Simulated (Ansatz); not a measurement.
Compare A (`CC(C)C(C)C(C)(C)C`) with its isomer B (`CCC(C)(C)C(C)(C)C`).

Isolated molecules relaxed with PBE0-D4/def2-TZVP in Ansatz; ΔE leaves out vibrations. CBS: MP2 limit from def2 TZ/QZ plus the TZ coupled-cluster correction, frozen cores. Functionals use def2-TZVPP. B3LYP here is the variant with VWN-RPA as its local correlation; programs differ in this. One conformer a species, not always the lowest.

**Question.** Which isomer does CCSD(T)/CBS put lower? Give the gap. (Estimate.)

**Answer.** The calculation gave: A, by 0.1 kcal/mol. So small a gap doesn't settle the order.

**Question.** Give E(B) − E(A) in kcal/mol with HF/def2-TZVPP, r2SCAN-D4, B2PLYP, CCSD/def2-TZVPP, PBE-D4, B3LYP, CCSD(T)/def2-SVP. (Estimate.)

**Answer.** The calculation gave: HF/def2-TZVPP 2.6, r2SCAN-D4 0.5, B2PLYP 1.1, CCSD/def2-TZVPP 0.4, PBE-D4 0.8, B3LYP 2.0, CCSD(T)/def2-SVP 0.1. None reverses the order clearly.

Largest T1 diagnostic: 0.009.

Leaving LDA and LC-ωPBE aside and taking each functional with its dispersion term where it has one, the values, not all of them listed here, spread over 0.8 kcal/mol, from ωB97M-V to B2PLYP. LDA lies −1.8 kcal/mol from PBE without D4. The D4 term adds −1.0 kcal/mol with B3LYP and −0.5 kcal/mol with PBE0; it sums over pairs of atoms, weighted by their polarisabilities, and B3LYP, whose exchange is more repulsive, gets the larger term.
